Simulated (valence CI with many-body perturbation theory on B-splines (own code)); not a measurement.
## As XX: electric-dipole lines

Computed by relativistic CI+MBPT: four valence electrons over a frozen Dirac-Fock core [Ne], a basis of 11 s, 11 p, 9 d, 7 f, 5 g, 2 h, 1 i functions for each j, with the one-electron correlation potential Σ1, the two-electron term Σ2, the three-electron term Σ3, Breit, model QED; selected CI, second order for the rest (own B-spline code, finite nucleus).

No measured spectrum was set against this ion. As an estimate, levels of excited configurations hold to 0.05 to 0.15 % of their energy, terms of the ground configuration to about 0.5 %.

Lines 151 to 200 of 216 in falling wavelength, among levels below 158.46 eV, chosen from the strongest by gf and those to the six lowest levels. Wavelengths and rates use the calculated energies, so an error of 300 cm⁻¹ moves a line at 14.14 nm by 0.042 % and its rate by three times that or more. Electric multipoles are in the length gauge, E1 and E2 with the static RPA response of the core. Weak lines are less certain than strong ones. Lines between different terms over intervals too small for the method are left out, as are lines whose strength nearly cancels. The highest levels of a list are the least certain.

Names give the largest LS component (configuration and term), which can be under half, so a name can repeat, a term be missing and a line seem to break the LS rules; names also repeat where a configuration has a term twice. Letters in brackets count levels of one name in rising energy.

```csv
λ vac (nm),Upper,Lower,A (s⁻¹),S (a.u.) with core polarisation,S without
14.14,3s 3p2 3d 1G_4,3s 3p3 3D°_3,7.51e+09,9.43e-02,9.69e-02
14.13,3s 3p2 3d 3P_2 [b],3s 3p3 3P°_1,5.45e+09,3.80e-02,3.90e-02
14.13,3s 3p2 3d 3D_2 [a],3s 3p3 3D°_1,2.54e+10,1.77e-01,1.82e-01
14.10,3s 3p2 3d 3P_0 [a],3s 3p3 3D°_1,3.64e+10,5.03e-02,5.18e-02
14.09,3s 3p2 3d 3F_3 [a],3s 3p3 5S°_2,6.18e+09,5.98e-02,6.14e-02
14.03,3s 3p2 3d 3D_3 [b],3s 3p3 3P°_2,1.02e+10,9.73e-02,1.00e-01
13.99,3s 3p2 3d 1F_3,3s 3p3 3D°_3,4.73e+09,4.47e-02,4.60e-02
13.98,3s 3p2 3d 3D_3 [a],3s 3p3 3D°_2,8.40e+09,7.93e-02,8.15e-02
13.98,3s2 3p 3d 3D°_1,3s2 3p2 3P_1,1.37e+10,5.55e-02,5.71e-02
13.98,3s 3p2 3d 3D_1 [a],3s 3p3 3D°_2,3.12e+10,1.26e-01,1.30e-01
13.92,3s 3p2 3d 3D_1 [a],3s 3p3 3D°_1,1.46e+10,5.85e-02,6.02e-02
13.92,3s 3p2 3d 3D_1 [c],3s 3p3 3P°_2,2.28e+10,9.11e-02,9.38e-02
13.92,3s 3p2 3d 3D_2 [b],3s 3p3 3D°_3,1.14e+10,7.59e-02,7.81e-02
13.91,3s 3p2 3d 3D_2 [d],3s 3p3 3P°_1,8.53e+09,5.66e-02,5.83e-02
13.89,3s 3p2 3d 3D_1 [c],3s 3p3 3P°_1,1.16e+10,4.62e-02,4.75e-02
13.85,3s 3p3 1P°_1,3s2 3p2 3P_0,5.76e+09,2.27e-02,2.33e-02
13.79,3s 3p2 3d 3D_1 [c],3s 3p3 3P°_0,5.31e+09,2.06e-02,2.12e-02
13.79,3s2 3p 3d 1D°_2,3s2 3p2 3P_2,3.75e+10,2.43e-01,2.50e-01
13.71,3s 3p2 3d 5P_3,3s 3p3 5S°_2,7.21e+10,6.41e-01,6.59e-01
13.68,3s 3p2 3d 1F_3,3s 3p3 3D°_2,1.28e+10,1.13e-01,1.16e-01
13.61,3s 3p2 3d 3D_2 [b],3s 3p3 3D°_2,4.89e+10,3.04e-01,3.13e-01
13.60,3s 3p2 3d 3F_3 [b],3s 3p3 3D°_3,3.47e+10,3.02e-01,3.10e-01
13.57,3s2 3p 3d 3D°_3,3s2 3p2 3P_2,9.06e+10,7.82e-01,8.04e-01
13.56,3s 3p2 3d 3D_2 [b],3s 3p3 3D°_1,1.11e+10,6.80e-02,6.99e-02
13.55,3s2 3p 3d 3P°_1,3s2 3p2 3P_2,2.22e+10,8.20e-02,8.44e-02
13.55,3s 3p2 3d 5P_2,3s 3p3 5S°_2,8.03e+10,4.93e-01,5.07e-01
13.48,3s2 3p 3d 1F°_3,3s2 3p2 1D_2,8.97e+10,7.60e-01,7.81e-01
13.45,3s 3p2 3d 5P_1,3s 3p3 5S°_2,8.94e+10,3.22e-01,3.32e-01
13.41,3s2 3p 3d 3P°_2 [b],3s2 3p2 3P_2,2.31e+10,1.38e-01,1.42e-01
13.40,3s2 3p 3d 1D°_2,3s2 3p2 3P_1,4.25e+10,2.52e-01,2.60e-01
13.32,3s 3p2 3d 3P_2 [a],3s 3p3 5S°_2,7.25e+09,4.23e-02,4.35e-02
13.31,3s 3p2 3d 3F_3 [b],3s 3p3 3D°_2,3.76e+10,3.06e-01,3.15e-01
13.30,3s2 3p 3d 3P°_0,3s2 3p2 3P_1,7.88e+10,9.14e-02,9.41e-02
13.27,3s 3p2 3d 3D_1 [b],3s 3p3 3D°_2,8.92e+09,3.08e-02,3.18e-02
13.22,3s2 3p 3d 3D°_1,3s2 3p2 3P_0,8.56e+10,2.93e-01,3.01e-01
13.22,3s 3p2 3d 3D_1 [b],3s 3p3 3D°_1,2.50e+10,8.53e-02,8.78e-02
13.17,3s2 3p 3d 3P°_1,3s2 3p2 3P_1,5.31e+10,1.80e-01,1.85e-01
13.12,3s 3p2 3d 3D_2 [c],3s 3p3 3D°_2,5.28e+09,2.95e-02,3.03e-02
13.08,3s 3p2 3d 3F_4 [b],3s 3p3 3D°_3,8.32e+10,8.28e-01,8.51e-01
13.07,3s 3p2 3d 3D_2 [c],3s 3p3 3D°_1,4.56e+09,2.51e-02,2.58e-02
13.05,3s2 3p 3d 1P°_1,3s2 3p2 1D_2,6.59e+08,2.17e-03,2.26e-03
13.04,3s2 3p 3d 3P°_2 [b],3s2 3p2 3P_1,1.03e+10,5.62e-02,5.78e-02
12.84,3s 3p2 3d 3P_1 [a],3s 3p3 5S°_2,1.62e+09,5.07e-03,5.22e-03
12.65,3s 3p2 3d 3D_3 [b],3s 3p3 3D°_2,7.76e+09,5.43e-02,5.58e-02
12.56,3s 3p2 3d 3D_1 [c],3s 3p3 3D°_2,6.00e+09,1.76e-02,1.81e-02
12.55,3s 3p2 3d 3G_3,3s 3p3 5S°_2,6.47e+07,4.42e-04,4.55e-04
12.53,3s 3p2 3d 3D_2 [d],3s 3p3 3D°_1,2.64e+10,1.28e-01,1.32e-01
12.50,3s2 3p 3d 3P°_1,3s2 3p2 3P_0,6.05e+08,1.75e-03,1.80e-03
12.44,3s2 3p 3d 1F°_3,3s2 3p2 3P_2,1.66e+10,1.10e-01,1.14e-01
12.41,3s 3p2 3d 3D_2 [a],3s 3p3 5S°_2,1.52e+09,7.18e-03,7.39e-03
```
